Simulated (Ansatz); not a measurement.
Calculated with Ansatz (gas phase, PBE0-D4/def2-TZVP geometries, no zero-point term in ΔE). CCSD(T)/CBS is extrapolated from def2-TZVPP and def2-QZVPP, frozen cores. DFT in def2-TZVPP. B3LYP here is the variant with VWN-RPA as its local correlation; programs differ in this. No spin–orbit coupling; open shells (•) take unrestricted orbitals. Spin–orbit coupling would lower the free atoms: a little for C, O, Si. One conformer a species, not always the lowest.

`C[SiH2]O[SiH3]` → C• + 8 H• + O• + 2 Si•  (atomization)

CCSD(T)/CBS gives +4210.0 kJ/mol.

(1) Another level gave +4157.2 kJ/mol. Which?
A. PBE-QIDH/def2-TZVPP
B. B3LYP/def2-TZVPP
C. CCSD/def2-TZVPP
D. HF/def2-TZVPP

Largest T1 diagnostic among the species: 0.012.

Results:

(1) B. B3LYP 4157.2, HF/def2-TZVPP 3215.3, CCSD/def2-TZVPP 4069.4, PBE-QIDH 4148.5 kJ/mol.

From r2SCAN to r2SCAN0 (25 % exact exchange), in def2-TZVPP and without D4, ΔE moves by −37.2 kJ/mol: exact exchange takes away binding that semilocal exchange gives to molecules. At CCSD(T), def2-SVP lies −278.6 kJ/mol from the extrapolated value and def2-TZVPP −103.6 kJ/mol: correlation converges slowly with the basis, and small sets miss more of it in the bonded molecule than in its fragments. Leaving LDA and LC-ωPBE aside and taking each functional with its dispersion term where it has one, the values, not all of them listed here, spread over 122.9 kJ/mol, from revPBE-D4 to CAM-B3LYP-D4. LDA lies +498.9 kJ/mol from PBE without D4, its usual overbinding.

CCSD(T)/CBS has its own doubt, a few kJ/mol and more with outer-core shells, so smaller differences from it don't rank the levels.
